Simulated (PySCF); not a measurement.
H₅NSi. Atoms are numbered in the order given.

```xyz
7

Si    -0.5756    -0.0027     0.0000
N      1.1463     0.0581     0.0000
H     -1.0586     0.6901     1.2196
H     -1.0586     0.6901    -1.2196
H     -1.1700    -1.3700     0.0000
H      1.6607    -0.1896     0.8302
H      1.6607    -0.1896    -0.8302
```

The structure is a stationary point at ωB97X-D3(BJ)/def2-TZVP.

Method: ωB97X-D3(BJ)/def2-TZVP (PySCF).

Frequencies are harmonic and unscaled.

| mode | ν (cm⁻¹) | IR (km/mol) | Raman (Å⁴/amu) | depolarisation | moving atoms (share of kinetic energy) |
|---|---|---|---|---|---|
| 1 | 166 | 10.6 | 0.3 | 0.75 | H 99 % |
| 2 | 372 | 204.0 | 1.2 | 0.00 | H 82 %, N 18 % |
| 3 | 630 | 23.6 | 1.7 | 0.75 | H 97 % |
| 4 | 715 | 60.0 | 10.2 | 0.63 | H 84 %, Si 9 % |
| 5 | 855 | 41.5 | 9.8 | 0.27 | N 54 %, Si 27 %, H 19 % |
| 6 | 920 | 65.5 | 2.9 | 0.75 | H 77 %, N 16 % |
| 7 | 944 | 98.3 | 11.2 | 0.74 | H 92 % |
| 8 | 998 | 64.8 | 13.8 | 0.75 | H 97 % |
| 9 | 1003 | 220.9 | 6.4 | 0.72 | H 91 %, Si 9 % |
| 10 | 1597 | 49.0 | 2.2 | 0.64 | H 90 %, N 10 % |
| 11 | 2203 | 186.5 | 115.4 | 0.32 | H 96 % |
| 12 | 2252 | 76.5 | 203.0 | 0.05 | H 98 % |
| 13 | 2253 | 153.4 | 67.1 | 0.75 | H 96 % |
| 14 | 3616 | 23.2 | 104.2 | 0.10 | H 96 % |
| 15 | 3703 | 28.7 | 54.2 | 0.75 | H 91 %, N 9 % |
